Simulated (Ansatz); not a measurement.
Species: CH5N2S, SMILES `N[C](N)S` (charge 0, multiplicity 2).

Question: Give a relaxed geometry from Ansatz (an electronic-structure program) with PBE0-D4/def2-TZVP.

Answer: This is not unique; one that fits is the end point of this relaxation, one of several conformers (outside a Z-matrix the atoms follow the SMILES, hydrogens last).
Bonds (Å): N1–C2 1.398, N1–H5 1.012, N1–H6 1.008, C2–N3 1.391, C2–S4 1.772, N3–H7 1.017, N3–H8 1.007, S4–H9 1.347. Angles (°): C2–N1–H5 112.4, C2–N1–H6 113.5, H5–N1–H6 111.8, N1–C2–N3 112.4, N1–C2–S4 117.0, N3–C2–S4 120.1, C2–N3–H7 114.5, C2–N3–H8 113.2, H7–N3–H8 111.1, C2–S4–H9 97.5.
